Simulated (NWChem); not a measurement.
# SnH₄; SMILES [SnH4]

Results from NWChem. Structure relaxed at the PBE0/def2-SVP level. def2 effective core potentials on Sn; no spin-orbit coupling. Level MN15/def2-SVP: energy and gradient on several grids; changes count from the extra-fine grid, which is no exact limit either.

| grid | size of the energy change (μHa) | largest change of a gradient component (μHa/bohr) | time, medium = 1 (rough) |
|---|---|---|---|
| xcoarse | 4000 | 700 | about 1 |
| coarse | 200 | 400 | about 1 |
| medium | 20 | 200 | about 1 |
| fine | < 10 | < 30 | about 1 |
| xfine | < 10 | < 30 | 3 |
